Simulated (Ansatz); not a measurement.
Program: Ansatz. Geometries: PBE0-D4/def2-TZVP. ΔE: electronic, gas phase. CCSD(T)/CBS adds triple-zeta CCSD(T) − MP2 to the extrapolated MP2 energy (def2 sets, frozen cores). This one scheme is used for every species. For Br, Ge outer-core shells are correlated without core-valence functions, which leaves a few kJ/mol of doubt a bond. Scalar relativity is left out up to krypton. One conformer a species, not always the lowest.

`Cl[SiH2]CBr` + `[SiH3]C#[C][GeH3]` → `[SiH3]C#C[SiH2]Cl` + `[GeH3][CH2]Br`  (redistribution)

`Cl[SiH2]CBr`:

```xyz
8

Cl   -1.014   -1.872    1.155
Si   -0.534   -0.633   -0.404
C     0.706    0.647    0.165
Br   -0.090    1.827    1.483
H    -1.765    0.026   -0.890
H     0.083   -1.460   -1.471
H     1.033    1.273   -0.667
H     1.581    0.193    0.629
```

`[SiH3]C#[C][GeH3]`:

Cartesian coordinates in Å:
```
Si 0.083 0.088 -2.457
C 0.025 0.026 -0.636
C -0.016 -0.016 0.576
Ge -0.084 -0.088 2.475
H -0.394 1.414 -2.920
H 1.479 -0.125 -2.913
H -0.788 -0.977 -3.013
H -0.466 1.299 3.004
H 1.298 -0.496 2.998
H -1.137 -1.124 2.886
```

`[SiH3]C#C[SiH2]Cl`:

```xyz
10

Si    0.867   -0.385   -2.264
C     0.179   -0.103   -0.594
C    -0.270    0.081    0.518
Si   -0.957    0.354    2.178
Cl    0.554    0.844    3.473
H     0.327    0.640   -3.189
H     2.345   -0.281   -2.197
H     0.474   -1.739   -2.724
H    -1.600   -0.886    2.660
H    -1.919    1.476    2.140
```

`[GeH3][CH2]Br`:

Z-matrix (Å, degrees):
```
Ge
C 1 1.963
H 1 1.534 2 109.0
H 1 1.534 2 109.0 3 120.5
H 1 1.540 2 108.6 3 -119.7
Br 2 1.942 1 110.6 3 -60.5
H 2 1.088 1 111.7 3 -179.2
H 2 1.088 1 111.7 3 58.2
```

| species | MP2/def2-SVP energy (Eh) |
| --- | --- |
| `Cl[SiH2]CBr` | -3361.11835 |
| `[SiH3]C#[C][GeH3]` | -2443.64155 |
| `[SiH3]C#C[SiH2]Cl` | -1116.20673 |
| `[GeH3][CH2]Br` | -4688.55451 |

(1) Work out ΔE.

Largest T1 diagnostic among the species: 0.013.

Answers

(1) ΔE = (-1116.20673) + (-4688.55451) − (-3361.11835) − (-2443.64155) = -0.00134 Eh = -3.5 kJ/mol. CCSD(T)/CBS gives -4.3 kJ/mol.

From BLYP to BHLYP (50 % exact exchange), in def2-TZVPP and without D4, ΔE moves by +4.2 kJ/mol. Leaving LDA and LC-ωPBE aside and taking each functional with its dispersion term where it has one, the values, not all of them listed here, spread over 4.3 kJ/mol, from BLYP-D4 to ωB97X-V.
